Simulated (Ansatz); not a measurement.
Input for Ansatz (development build ahead of 0.2.0):

```yaml
crystal:
  periodic: [false, false, false]
  atoms:
    - { symbol: K, position_ang: [0.0, 0.0, 0.0] }
    - { symbol: F, position_ang: [0.0, 0.0, 6.51] }
basis:
  gaussian: { orbitals: def2-SVP }
magnetization:
  spin_polarized: true
hamiltonian:
  xc: hf
scf:
  omitted_lower_state_checks: [stability, starts, atomic_configurations, cluster_reference, orbital_swaps, given_window_search, neighbouring_geometries, increment]
output:
  forces: true
```

The input is written out in the form of the current development build from the run's settings.

Output:

```json
{"Converged": "yes", "Total energy": "-698.29399 hartree", "Spin squared of the determinant": "0.000"}
```

Forces (eV/Å):
```tsv
atom	Fx	Fy	Fz
K1	0.000	0.000	0.364
F2	0.000	0.000	-0.364
```

This is not the lowest solution: another run reaches a determinant 1.84 eV lower.
